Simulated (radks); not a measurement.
Problem. Valence configurations of the palladium ion Pd+ (all share [Kr]). Calculated with a radial shooting solver on a logarithmic mesh with Libxc functionals: scalar-relativistic Kohn-Sham, LDA (Slater exchange, Perdew-Wang correlation), spin-polarised, spherical densities, point nucleus; open shells are filled with parallel spins first (spin-orbit coupling, left out, can overturn this in heavy ions). Order these by energy: 4d8 5s1; 4d7 5p2; 4d7.5 5s1.5; 4d8.5 5s0.5; 4d9; 4d7 5s1 5p1; 4d7 5s2; 4d6 5s2 5p1; 4d8.5 5p0.5; 4d8 5p1.

Solution. From the lowest, in eV above it: 4d9 0.000; 4d8.5 5s0.5 1.631; 4d8 5s1 3.487; 4d8.5 5p0.5 4.259; 4d7.5 5s1.5 6.287; 4d8 5p1 9.024; 4d7 5s2 9.468; 4d7 5s1 5p1 14.093; 4d7 5p2 20.280; 4d6 5s2 5p1 22.727. NIST lists [Kr] 4d9 as the ground configuration; this level of theory agrees among the configurations tried. The energies are those of spherical high-spin densities, not of single terms.
